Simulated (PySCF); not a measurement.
Point-charge models of `CSC[SiH]1[SiH2][SiH2][SiH2]1` against its computed dipole.

Coordinates (GFN2-xTB, Å) and charges (e) from the PBE0/pcSseg-1 density (PySCF):

| atom | x | y | z | Mulliken | IAO | Hirshfeld | ESP-fitted |
| --- | --- | --- | --- | --- | --- | --- | --- |
| C1 | 2.842 | 0.604 | 1.286 | -0.4018 | -0.5029 | -0.1226 | -0.4677 |
| S2 | 3.025 | -0.854 | 0.226 | -0.0440 | +0.0932 | -0.0116 | -0.1574 |
| C3 | 1.287 | -1.375 | 0.084 | -0.5937 | -0.5998 | -0.1666 | -0.4152 |
| Si4 | 0.160 | -0.120 | -0.831 | +0.0911 | +0.3208 | +0.1759 | +0.3539 |
| Si5 | -1.945 | -1.075 | -1.325 | +0.0944 | +0.1440 | +0.1408 | -0.0376 |
| Si6 | -2.954 | 0.386 | 0.222 | +0.0220 | +0.1564 | +0.1424 | +0.1984 |
| Si7 | -0.883 | 1.429 | 0.631 | +0.0642 | +0.1360 | +0.1390 | -0.0234 |
| H8 | 2.296 | 0.331 | 2.185 | +0.1458 | +0.1504 | +0.0422 | +0.1675 |
| H9 | 2.322 | 1.395 | 0.750 | +0.1725 | +0.1458 | +0.0365 | +0.1656 |
| H10 | 3.846 | 0.926 | 1.545 | +0.1576 | +0.1703 | +0.0538 | +0.2159 |
| H11 | 1.342 | -2.317 | -0.458 | +0.1826 | +0.1719 | +0.0457 | +0.2025 |
| H12 | 0.928 | -1.594 | 1.090 | +0.1706 | +0.1513 | +0.0353 | +0.1550 |
| H13 | 1.016 | 0.372 | -1.924 | +0.0223 | -0.0733 | -0.0723 | -0.0924 |
| H14 | -2.383 | -0.890 | -2.713 | -0.0140 | -0.0770 | -0.0745 | -0.0305 |
| H15 | -2.117 | -2.517 | -1.107 | -0.0141 | -0.0767 | -0.0706 | -0.0283 |
| H16 | -3.575 | -0.249 | 1.392 | -0.0183 | -0.0784 | -0.0745 | -0.0722 |
| H17 | -4.025 | 1.256 | -0.280 | -0.0127 | -0.0757 | -0.0723 | -0.0683 |
| H18 | -0.778 | 2.837 | 0.224 | -0.0105 | -0.0764 | -0.0744 | -0.0401 |
| H19 | -0.414 | 1.464 | 2.025 | -0.0143 | -0.0799 | -0.0719 | -0.0257 |

Problem. Compute μ = Σ q r for each scheme (1 e·Å = 4.803 D) and compare with the dipole of the full density.

Solution. The full density gives (-0.78, 0.39, 0.70) D, 1.12 D in size; dipole vectors point from the negative to the positive end.

```json
{"scheme": "Mulliken", "μx": "-1.77", "μy": "1.60", "μz": "0.09", "size (D)": "2.39", "share of the full size (%)": "214", "angle to the full dipole (°)": "39"}
{"scheme": "IAO", "μx": "-0.34", "μy": "0.48", "μz": "-0.28", "size (D)": "0.65", "share of the full size (%)": "58", "angle to the full dipole (°)": "69"}
{"scheme": "Hirshfeld", "μx": "-0.03", "μy": "0.13", "μz": "0.03", "size (D)": "0.14", "share of the full size (%)": "12", "angle to the full dipole (°)": "53"}
{"scheme": "ESP-fitted", "μx": "-0.70", "μy": "0.38", "μz": "0.78", "size (D)": "1.12", "share of the full size (%)": "100", "angle to the full dipole (°)": "5"}
```

Problem. Which set comes closest?

Solution. Length of the difference vector: ESP-fitted 0.11 D, Hirshfeld 1.04 D, IAO 1.07 D, Mulliken 1.68 D. Closest: ESP-fitted. ESP charges are fitted to the potential around the molecule, whose slowest-falling term is the dipole's. The schemes that divide the density aren't constrained to reproduce the dipole.

Problem. What is left for the Hirshfeld atoms' own dipoles?

Solution. The Hirshfeld atoms' densities add up to the full density, so μ = Σ q r + Σ (atomic dipoles). The atomic dipoles sum to (-0.78, 0.39, 0.70) − (-0.03, 0.13, 0.03) = (-0.75, 0.26, 0.67) D, 1.04 D in size.

Problem. With the origin at the mean of the coordinates, (-0.001, 0.000, 0.159) Å, which are the largest single terms, by size, of the Hirshfeld dipole along the direction of the full one?

Solution. Si6 +1.52, H16 -1.14, C3 +1.14, H17 -1.03, Si7 +0.94 D; all 19 atoms together +0.08 D. The single terms depend on the origin, their sum doesn't.

Problem. Give the size of the full dipole in other units.

Solution. 1.12 D = 0.439 au = 0.232 e·Å = 3.72 × 10⁻³⁰ C·m.

The structure is a single GFN2-xTB conformer in the gas phase; no vibrational or solvent corrections.

These values come from a run that also computed NMR shieldings. On Arm Neoverse N1, one thread, shared host, this took 1.7 min (grids of density and orbitals included) and 0.99 GiB of memory at its peak.

Shape of the structure used: `[CH3:1][S:2][CH2:3][SiH:4]1[SiH2:5][SiH2:6][SiH2:7]1`: C1–S2–C3–Si4 65°, S2–C3–Si4–Si5 169°.
